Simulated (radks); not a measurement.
Results of a calculation; reference values are marked as such.
Species: neutral magnesium. Configuration: [Ne] 3s2.

Level of theory: non-relativistic Kohn-Sham, r2SCAN, spin-polarised, spherical densities, point nucleus; meta-GGA in the generalised Kohn-Sham scheme (a radial shooting solver on a logarithmic mesh with Libxc functionals).

Energy parts (eV):
part                      energy
total                  -5443.483
kinetic                 5433.871
electron-nucleus      -13038.695
Hartree                 2607.886
exchange-correlation    -446.544

Orbitals (lengths in bohr, moments of r in powers of bohr; r(max) is where P^2 peaks; r(90%) holds 90 % of the orbital's charge):
[
 {"orbital": "1s", "occ.": "2", "eigenvalue (eV)": "-1266.445", "r(90%)": "0.234", "r(max)": "0.08541"},
 {"orbital": "2s", "occ.": "2", "eigenvalue (eV)": "-82.7135", "r(90%)": "1.11", "r(max)": "0.5472"},
 {"orbital": "2p", "occ.": "6", "eigenvalue (eV)": "-48.1710", "r(90%)": "1.17", "r(max)": "0.4805"},
 {"orbital": "3s", "occ.": "2", "eigenvalue (eV)": "-4.8112", "r(90%)": "4.90", "r(max)": "2.576"}
]

The highest occupied level is 3s at -4.811 eV. Virial ratio -V/T = 2.00177. For comparison, the ionisation energy in NIST's Atomic Spectra Database is 7.646 eV (measured). In exact Kohn-Sham theory the highest level is minus the ionisation energy, but local and semilocal functionals leave it too shallow, through self-interaction and a potential that decays too fast; potentials with the right tail come closer.
